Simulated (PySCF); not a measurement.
Working out the ionisation energy of Tb⁺

Tb⁺ [Xe] 4f9 6s1 (high-spin determinant) → Tb²⁺ [Xe] 4f9 (high-spin determinant). All numbers are calculated (PySCF 2.14, scalar relativity by spin-free X2C-1e, in cc-pVDZ-X2C). Frozen: [Kr] 4d10. Energies in hartree (1 hartree = 27.21139 eV):

```csv
part,Tb⁺ (lower),Tb²⁺ (upper)
UHF,-11703.913584,-11703.520804
CCSD correlation,-0.556622,-0.534505
(T),-0.021192,-0.018353
```

**Question.** What does Hartree-Fock give?

**Answer.** (-11703.520804) − (-11703.913584) = 0.392780 hartree = 10.688 eV.

**Question.** What do CCSD and CCSD(T) give?

**Answer.** The CCSD correlation energies differ by 0.022117 hartree = 0.602 eV and the triples by 0.002839 hartree = 0.077 eV, so CCSD gives 11.290 eV and CCSD(T) 11.367 eV.

A first-order spin-orbit estimate adds -0.001 eV to CCSD(T) (valence), giving 11.366 eV against 11.513 ± 0.02 eV (semi-empirical (NIST evaluation); NIST Atomic Spectra Database, ionization energies).

One determinant mixes LS terms, so it does not stand for a single term.

A double-zeta basis recovers only part of the correlation energy.

What remains against the reference includes basis incompleteness, the frozen core and higher excitations.
